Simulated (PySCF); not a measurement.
BrH2MgN, SMILES [NH2][Mg][Br]. Atoms are numbered in the order given.

```xyz
5

Mg     0.0000     0.0000    -1.1366
Br     0.0000     0.0000     1.1980
N      0.0000     0.0000    -3.0106
H      0.0000    -0.8129    -3.6076
H      0.0000     0.8129    -3.6076
```

The structure is a stationary point at PBE0-D3(BJ)/def2-TZVP. One conformer was computed; it need not be the lowest.

All values below come from TDDFT-ωB97X/def2-SVPD in PySCF 2.14.0.

Vertical excitations. Isolated molecule, no solvent. State labels are in the subgroup C2v.

```
state  symmetry  energy (eV)  λ (nm)      f                                                                    main pairs
-----  --------  -----------  ------  -----  ----------------------------------------------------------------------------
S1           B1         4.56     272  0.055                                                                HOMO→LUMO 93 %
S2           A2         5.70     218  0.000                                            HOMO→LUMO+1 77 %, HOMO→LUMO+4 20 %
S3           B2         6.11     203  0.070                                                              HOMO−1→LUMO 91 %
S4           B1         6.12     203  0.083                                                              HOMO−2→LUMO 91 %
S5           A1         6.57     189  0.029                                            HOMO→LUMO+2 77 %, HOMO→LUMO+5 16 %
S6           B1         6.75     184  0.018                                            HOMO→LUMO+3 70 %, HOMO→LUMO+6 15 %
S7           A1         7.25     171  0.107                       HOMO−3→LUMO 52 %, HOMO−1→LUMO+1 31 %, HOMO−1→LUMO+4 8 %
S8           A2         7.27     170  0.000                                        HOMO−2→LUMO+1 74 %, HOMO−2→LUMO+4 22 %
S9           A1         7.43     167  0.112  HOMO−2→LUMO+2 29 %, HOMO−1→LUMO+1 26 %, HOMO−3→LUMO 20 %, HOMO−2→LUMO+5 12 %
S10          A2         7.60     163  0.000                                        HOMO−1→LUMO+2 67 %, HOMO−1→LUMO+5 29 %
T1           B1         4.42     281      0                                                                HOMO→LUMO 90 %
T2           A2         5.80     214      0                                            HOMO→LUMO+1 80 %, HOMO→LUMO+4 17 %
T3           B1         5.99     207      0                                                              HOMO−2→LUMO 88 %
T4           A1         6.00     207      0                                            HOMO→LUMO+2 78 %, HOMO→LUMO+5 16 %
```
Triplets are in the Tamm–Dancoff approximation, which puts them higher than full response would, so one can lie above its singlet here.
